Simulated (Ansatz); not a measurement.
Consider the ligand exchange at the In–N bond: `C[N](C)[In]([CH3])[Br]` + H₂S → `[CH3][In]([SH])[Br]` + dimethylamine.

Isolated molecules relaxed with PBE0-D4/def2-TZVP in Ansatz; ΔE leaves out vibrations. CCSD(T)/CBS adds triple-zeta CCSD(T) − MP2 to the extrapolated MP2 energy (def2 sets, frozen cores). This one scheme is used for every species. Functionals use def2-TZVPP. def2 core potentials past Kr. For Br, In outer-core shells are correlated without core-valence functions, which leaves a few kJ/mol of doubt a bond. Scalar relativity is left out up to krypton. Each species was taken in one conformer, which may not be the lowest.

```
           level  ΔE (kJ/mol)
          PBE-D4        -84.4
        BHLYP-D4        -89.6
        PBE-QIDH        -88.0
            PBE0        -94.4
         r2SCANh        -90.8
         LC-ωPBE        -86.5
CCSD(T)/def2-SVP        -74.2
 CCSD/def2-TZVPP        -79.0
```

Question: What does CCSD(T)/CBS give? (An estimate is asked.)

Answer: Ansatz gave: -75.0 kJ/mol. The listed levels differ from it by -9.4, -14.6, -13.0, -19.4, -15.8, -11.5, 0.8, -4.0 kJ/mol.

Largest T1 diagnostic among the species: 0.013.

In def2-TZVPP, CCSD(T) changes the Hartree–Fock value by +29.1 kJ/mol (the triples alone add +3.6 kJ/mol) and MP2 by +29.5 kJ/mol. Leaving LDA and LC-ωPBE aside and taking each functional with its dispersion term where it has one, the values, not all of them listed here, spread over 12.8 kJ/mol, from r2SCAN0-D4 to BLYP-D4. LDA lies +11.5 kJ/mol from PBE without D4. From BLYP to BHLYP (50 % exact exchange), in def2-TZVPP and without D4, ΔE moves by −7.2 kJ/mol.
